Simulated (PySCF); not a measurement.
# Germanium: a sound run and one with changed settings

Sound run: Ge⁺ [Ar] 3d10 4s2 4p1, Ge²⁺ [Ar] 3d10 4s2. Computed with PySCF 2.14 in x2c-SVPall (5s4p3d, 32 functions), with the spin-free X2C one-electron Hamiltonian (Gaussian nucleus). In the sound run the correlated levels freeze [Ar] 3d10. The sound run starts from symmetry-adapted Hartree-Fock orbitals and uses a fine grid where one is needed.

Changed run: no relativity, point nucleus. This setting is unsound on purpose.

| species | method | sound run (hartree) | changed run (hartree) | converged |
| --- | --- | --- | --- | --- |
| Ge⁺ | UHF | -2096.41326 | -2066.20970 | yes |
| Ge⁺ | PBE | -2097.77185 | -2067.56953 | yes |
| Ge⁺ | B3LYP | -2098.11410 | -2067.91142 | yes |
| Ge⁺ | MP2 | -2096.44531 | -2066.24210 | yes |
| Ge⁺ | CCSD(T) | -2096.46063 | -2066.25827 | yes |
| Ge²⁺ | UHF | -2095.85338 | -2065.64779 | yes |
| Ge²⁺ | PBE | -2097.19041 | -2066.98667 | yes |
| Ge²⁺ | B3LYP | -2097.53038 | -2067.32627 | yes |
| Ge²⁺ | MP2 | -2095.87975 | -2065.67466 | yes |
| Ge²⁺ | CCSD(T) | -2095.89176 | -2065.68764 | yes |

Ionisation energy of Ge⁺:

```csv
method,sound run (eV),changed run (eV)
UHF,15.235,15.290
PBE,15.822,15.861
B3LYP,15.884,15.923
MP2,15.390,15.441
SCS-MP2,15.371,15.422
CCSD,15.466,15.513
CCSD(T),15.480,15.528
```

Most of the change in total energy is the relativistic energy itself. On top of that the contraction fixes the core shape for the Hamiltonian it was made with, so the changed run is not a good calculation with the other Hamiltonian either.

For comparison, NIST gives 15.935 eV between the lowest levels.
